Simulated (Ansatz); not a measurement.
The cluster Sr₂O₂⁺, relaxed as a doublet with UKS r2SCAN-D4/def2-TZVP in Ansatz, starting from the GFN2-xTB geometry. Force threshold 0.02 eV/Å.

In the def2 sets Sr takes a core potential; there is no spin–orbit coupling. The relaxation made no stability test and no search for a lower SCF solution. The structure comes from a short search, and lower isomers may exist.

Start:

Cartesian coordinates in Å:
```
Sr 1.463 1.073 0.312
Sr -1.459 -1.081 -0.316
O 0.155 0.174 -1.298
O -0.159 -0.166 1.301
```

(1) Estimate the energy that the relaxation releases and the steps that it takes.

(2) Does the start keep its bonding and symmetry?

(3) Predict the relaxed structure.

Answers

(1) 0.12 eV, in 5 steps; 13 s on 4 threads of Arm Neoverse V2 on a shared host. No frequencies were taken in this run, so the end may be a saddle point.

(2) By distances, no bond broke or formed. The bond that changes most is Sr1–O4, from 2.27 to 2.20 Å (atoms count from 1). Point group D2h at the start, D2h at the end, both within 0.05 Å.

(3) 
Cartesian coordinates in Å:
```
Sr 1.453 1.071 0.313
Sr -1.453 -1.071 -0.313
O 0.143 0.155 -1.196
O -0.143 -0.155 1.196
```
Bond lengths (bridged metal pairs left out): 4 × O–Sr 2.20 Å.
